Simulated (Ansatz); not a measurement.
FH3Si (SMILES F[SiH3]) moved off its minimum; all values from Ansatz (a program for electronic structure), cores frozen in correlated methods.
(charge 0, multiplicity 1)
```xyz
5

Si    -0.52739    -0.03187    -0.12967
F      1.02302     0.03749     0.26856
H     -0.94914     1.44134    -0.61185
H     -0.62824    -0.99332    -1.28049
H     -1.29888    -0.29122     1.06792
```

Q: Give the forces (eV/Å), the total energy and the dipole at CCSD(T)/aug-cc-pV(T+d)Z.

A: 
```
atom      Fx      Fy      Fz
----  ------  ------  ------
Si1   -0.012   2.003  -1.360
F2     0.031  -0.085   0.079
H3     0.443  -1.660   0.414
H4    -0.171   0.192   0.548
H5    -0.291  -0.450   0.319
```
Energy -390.6524 hartree, dipole 1.40 D.
